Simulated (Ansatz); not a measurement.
Compare A (`NB1C[SiH2]1`) with its isomer B (`BN1C[SiH2]1`).

Gas-phase electronic energies from Ansatz, PBE0-D4/def2-TZVP geometries. CCSD(T)/CBS adds triple-zeta CCSD(T) − MP2 to the extrapolated MP2 energy (def2 sets, frozen cores). DFT in def2-TZVPP. B3LYP here is the variant with VWN-RPA as its local correlation; programs differ in this. Each species was taken in one conformer, which may not be the lowest.

Task: Which is lower in electronic energy at CCSD(T)/CBS, and by how much? (An estimate is asked.)

Result: Ansatz gave: A, by 3.5 kcal/mol.

Task: Give E(B) − E(A) in kcal/mol with MP2/def2-TZVPP, B3LYP-D4, HF/def2-TZVPP, PBE-D4, r2SCAN-D4, LDA (SPW92), CCSD(T)/def2-SVP. (Estimate.)

Result: The calculation gave: MP2/def2-TZVPP 2.1, B3LYP-D4 2.7, HF/def2-TZVPP -1.5, PBE-D4 7.2, r2SCAN-D4 5.6, LDA (SPW92) 9.1, CCSD(T)/def2-SVP 4.8. The order is the other way round with HF/def2-TZVPP.

Task: Does the order hold for the free energy at 298.15 K (harmonic terms from PBE0-D4)? (An estimate is asked.)

Result: Computed: Yes: G(B) − G(A) = +2.8 kcal/mol, for one conformer each.

Largest T1 diagnostic: 0.014.

At CCSD(T), def2-SVP lies +1.3 kcal/mol from the extrapolated value and def2-TZVPP −0.3 kcal/mol. Leaving LDA and LC-ωPBE aside and taking each functional with its dispersion term where it has one, the values, not all of them listed here, spread over 5.5 kcal/mol, from BHLYP-D4 to PBE-D4. LDA lies +1.7 kcal/mol from PBE without D4.
